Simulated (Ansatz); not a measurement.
Reactions of Cl2IIn (`[Cl][In]([Cl])[I]`).

Gas-phase electronic energies from Ansatz, PBE0-D4/def2-TZVP geometries. CBS: MP2 limit from def2 TZ/QZ plus the TZ coupled-cluster correction, frozen cores. This one scheme is used for every species. Functionals use def2-TZVPP. def2 core potentials past Kr. For Br, Ge, I, In, Ti outer-core shells are correlated without core-valence functions, which leaves a few kJ/mol of doubt a bond. Scalar relativity is left out up to krypton. Each species was taken in one conformer, which may not be the lowest.

```csv
reaction,ωB97X-V (eV),HF/CBS(def2) (eV)
`[Cl][In]([Cl])[I]` + CH₃OH → `C[O][In]([Cl])[Cl]` + HI,1.24,1.44
`[Cl][In]([Cl])[I]` + H₂S → `[SH][In]([Cl])[Cl]` + HI,0.51,0.63
`[Cl][In]([Cl])[I]` + HBr → `[Cl][In]([Cl])[Br]` + HI,0.12,0.11
`[Cl][In]([Cl])[I]` + H₂O → `[OH][In]([Cl])[Cl]` + HI,1.17,1.34
`[Cl][In]([Cl])[I]` + `[GeH3][I]` → `[Cl][InH][Cl]` + `[I][GeH2][I]`,0.50,0.63
`[Cl][In]([Cl])[I]` + `B1C[SiH2][SiH2]1` → `[Cl][InH][I]` + `Cl[SiH]1CB[SiH2]1`,0.08,0.08
`[Cl][In]([Cl])[I]` + `FBOC(F)(F)F` → `[Cl][InH][I]` + `FB(Cl)OC(F)(F)F`,0.34,0.52
`[Cl][In]([Cl])[I]` + `[SiH3]N[SiH3]` → `[SiH3][N]([SiH3])[In]([Cl])[Cl]` + HI,1.19,1.47
`[Cl][In]([Cl])[I]` + `C[SiH](O)F` → `[CH3][In]([Cl])[Cl]` + `O[SiH](F)I`,0.63,0.83
`[Cl][In]([Cl])[I]` + `C#[C][Ti]([F])([F])[F]` → `C#[C][In]([Cl])[Cl]` + `[F][Ti]([F])([F])[I]`,0.05,0.21
```

(1) Give the CCSD(T)/CBS values in the same order. (An estimate is asked.)

Largest T1 diagnostic: 0.023, for `C#[C][Ti]([F])([F])[F]`.

Results:

(1) Computed: 1.28, 0.56, 0.18, 1.27, 0.56, 0.16, 0.42, 1.14, 0.64, 0.08 eV.
